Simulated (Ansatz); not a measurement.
Molecular dynamics of C$_{3}$H$_{9}$ClSi

The input (input.yaml):

```yaml
crystal:
  periodic: [false, false, false]
  atoms:
    - { symbol: Si, position_ang: [-0.057484, -0.09767, -0.056071] }
    - { symbol: Cl, position_ang: [0.005143, -0.297533, 2.086721] }
    - { symbol: C, position_ang: [1.754908, -0.093759, -0.586933] }
    - { symbol: H, position_ang: [2.211964, -1.034603, -0.344808] }
    - { symbol: H, position_ang: [1.872564, 0.024167, -1.670889] }
    - { symbol: H, position_ang: [2.322222, 0.688564, -0.128264] }
    - { symbol: C, position_ang: [-0.984293, 1.475699, -0.356017] }
    - { symbol: H, position_ang: [-1.806995, 1.676161, 0.449497] }
    - { symbol: H, position_ang: [-0.34685, 2.354351, -0.41622] }
    - { symbol: H, position_ang: [-1.543765, 1.294473, -1.286566] }
    - { symbol: C, position_ang: [-1.166266, -1.59435, -0.797766] }
    - { symbol: H, position_ang: [-2.167145, -1.234108, -1.029758] }
    - { symbol: H, position_ang: [-0.593371, -2.01026, -1.656413] }
    - { symbol: H, position_ang: [-1.177021, -2.358163, 0.012443] }
basis:
  gaussian: { orbitals: STO-3G }
hamiltonian:
  xc: { name: BHLYP }
  dispersion: d4
md:
  timestep: 0.5
  n_steps: 150
  ensemble: nvt_nose_hoover
  temperature: 1000.0
  initial_velocities: maxwell_boltzmann
  seed: 283197
  nose_hoover: { tau: 100.0, chain_length: 1 }
  temperature_schedule:
    - { n_steps: 37, end_temperature: 1000.0 }
    - { n_steps: 113, end_temperature: 250.0 }
```

Launched with:

```bash
$ ansatz run input.yaml --threads 1 --pin off --max-ram 2048MiB --backend cpu --events-out ev --progress --plain --runs-dir out
```

It goes on from the last frame of an earlier run, with new velocities.

Output, in part (step lines, the closing report, with atoms numbered from 0):

```
md step     0: t =     0.00 fs  T =  1000.0 K (target 1000.0 K)  F+E_penalty+E_count = -23393.90937980 eV  E_kin = 1.551120 eV  conserved = -23392.35825981 eV  (19 SCF iters)
[... lines left out ...]
Total energy: -23393.72772516 eV, -859.7036370616 hartree
Atom 0 at    -0.077337     0.012545    -0.027678 Å, force     1.913807    -2.649705    -0.398231 eV/Å
Atom 1 at    -0.040152    -0.357771     2.071718 Å, force     0.097382     0.459711    -0.544887 eV/Å
Atom 2 at     1.664221    -0.263223    -0.760190 Å, force    -1.979752     1.548604     0.683723 eV/Å
Atom 3 at     1.958221    -1.245945    -0.554285 Å, force     0.724479    -1.738996     0.952763 eV/Å
Atom 4 at     1.554664    -0.261045    -1.816410 Å, force    -0.085955     0.509018    -1.309215 eV/Å
Atom 5 at     2.426166     0.433077    -0.471080 Å, force     0.430413     0.382476     0.216391 eV/Å
Atom 6 at    -0.959377     1.532845    -0.364996 Å, force    -2.559818    -1.093847     2.312772 eV/Å
Atom 7 at    -2.030861     1.326921    -0.465825 Å, force     0.284416    -0.050996     0.592161 eV/Å
Atom 8 at    -0.806852     2.180633     0.460972 Å, force    -0.113698     1.106243     0.719771 eV/Å
Atom 9 at    -0.750616     2.012876    -1.226994 Å, force     1.647859     1.912949    -3.471452 eV/Å
Atom 10 at    -0.945100    -1.500018    -0.629351 Å, force    -0.414587    -2.289753     1.880359 eV/Å
Atom 11 at    -1.963009    -1.651540    -0.225709 Å, force     0.588257     0.451113    -0.353871 eV/Å
Atom 12 at    -0.955027    -1.781877    -1.654595 Å, force    -0.149362     0.834529    -1.452700 eV/Å
Atom 13 at    -0.366617    -2.350543    -0.215819 Å, force    -0.383440     0.618655     0.172416 eV/Å
Dipole moment:    -0.015265     0.204106    -0.649330 e Å
```

The steps, from the saved trajectory:

```json
{"time (fs)": "0", "T (K)": "1000", "potential energy less start (eV)": "0.000", "conserved less start (meV/atom)": "0.00"}
{"time (fs)": "2.5", "T (K)": "727", "potential energy less start (eV)": "0.437", "conserved less start (meV/atom)": "0.96"}
{"time (fs)": "5", "T (K)": "913", "potential energy less start (eV)": "0.137", "conserved less start (meV/atom)": "0.12"}
{"time (fs)": "7.5", "T (K)": "634", "potential energy less start (eV)": "0.581", "conserved less start (meV/atom)": "0.88"}
{"time (fs)": "10", "T (K)": "893", "potential energy less start (eV)": "0.170", "conserved less start (meV/atom)": "0.13"}
{"time (fs)": "12.5", "T (K)": "708", "potential energy less start (eV)": "0.466", "conserved less start (meV/atom)": "0.67"}
{"time (fs)": "15", "T (K)": "796", "potential energy less start (eV)": "0.325", "conserved less start (meV/atom)": "0.29"}
{"time (fs)": "17.5", "T (K)": "720", "potential energy less start (eV)": "0.449", "conserved less start (meV/atom)": "0.56"}
{"time (fs)": "20", "T (K)": "739", "potential energy less start (eV)": "0.421", "conserved less start (meV/atom)": "0.44"}
{"time (fs)": "22.5", "T (K)": "624", "potential energy less start (eV)": "0.599", "conserved less start (meV/atom)": "0.31"}
{"time (fs)": "25", "T (K)": "462", "potential energy less start (eV)": "0.857", "conserved less start (meV/atom)": "0.62"}
{"time (fs)": "27.5", "T (K)": "648", "potential energy less start (eV)": "0.565", "conserved less start (meV/atom)": "0.16"}
{"time (fs)": "30", "T (K)": "471", "potential energy less start (eV)": "0.853", "conserved less start (meV/atom)": "0.86"}
{"time (fs)": "32.5", "T (K)": "663", "potential energy less start (eV)": "0.549", "conserved less start (meV/atom)": "0.22"}
{"time (fs)": "35", "T (K)": "503", "potential energy less start (eV)": "0.811", "conserved less start (meV/atom)": "0.85"}
{"time (fs)": "37.5", "T (K)": "831", "potential energy less start (eV)": "0.295", "conserved less start (meV/atom)": "0.00"}
{"time (fs)": "40", "T (K)": "546", "potential energy less start (eV)": "0.754", "conserved less start (meV/atom)": "0.86"}
{"time (fs)": "42.5", "T (K)": "687", "potential energy less start (eV)": "0.533", "conserved less start (meV/atom)": "0.29"}
{"time (fs)": "45", "T (K)": "595", "potential energy less start (eV)": "0.687", "conserved less start (meV/atom)": "0.76"}
{"time (fs)": "47.5", "T (K)": "849", "potential energy less start (eV)": "0.292", "conserved less start (meV/atom)": "0.23"}
{"time (fs)": "50", "T (K)": "758", "potential energy less start (eV)": "0.442", "conserved less start (meV/atom)": "0.51"}
{"time (fs)": "52.5", "T (K)": "763", "potential energy less start (eV)": "0.439", "conserved less start (meV/atom)": "0.45"}
{"time (fs)": "55", "T (K)": "814", "potential energy less start (eV)": "0.364", "conserved less start (meV/atom)": "0.50"}
{"time (fs)": "57.5", "T (K)": "867", "potential energy less start (eV)": "0.288", "conserved less start (meV/atom)": "0.53"}
{"time (fs)": "60", "T (K)": "826", "potential energy less start (eV)": "0.350", "conserved less start (meV/atom)": "0.39"}
{"time (fs)": "62.5", "T (K)": "669", "potential energy less start (eV)": "0.600", "conserved less start (meV/atom)": "0.71"}
{"time (fs)": "65", "T (K)": "913", "potential energy less start (eV)": "0.214", "conserved less start (meV/atom)": "0.16"}
{"time (fs)": "67.5", "T (K)": "868", "potential energy less start (eV)": "0.289", "conserved less start (meV/atom)": "0.71"}
{"time (fs)": "70", "T (K)": "922", "potential energy less start (eV)": "0.197", "conserved less start (meV/atom)": "0.37"}
{"time (fs)": "72.5", "T (K)": "706", "potential energy less start (eV)": "0.532", "conserved less start (meV/atom)": "0.86"}
{"time (fs)": "75", "T (K)": "919", "potential energy less start (eV)": "0.182", "conserved less start (meV/atom)": "0.16"}
```

All steps were run. The conserved energy stayed within 1.1 meV per atom of its start (net change 0.16 meV per atom), so the integration is sound. The schedule's set-point averaged 499 K over the second half and the system 781 K, so it lags behind the ramp. A run of 0.075 ps of so small a system gives no equilibrium averages. Limits of this set-up: minimal basis.

The same pairs are bonded in the first frame and the last. Pairs count as bonded within 1.25 times the sum of covalent radii (0.12 Å more for H–H).

Last frame:

```xyz
14
Properties=species:S:1:pos:R:3
Si -0.077 0.013 -0.028
Cl -0.040 -0.358 2.072
C 1.664 -0.263 -0.760
H 1.958 -1.246 -0.554
H 1.555 -0.261 -1.816
H 2.426 0.433 -0.471
C -0.959 1.533 -0.365
H -2.031 1.327 -0.466
H -0.807 2.181 0.461
H -0.751 2.013 -1.227
C -0.945 -1.500 -0.629
H -1.963 -1.651 -0.226
H -0.955 -1.782 -1.655
H -0.367 -2.350 -0.216
```

Run time: 7.5 min on 1 thread of Arm Neoverse V1, with other jobs on the host, peak memory 0.11 GiB.
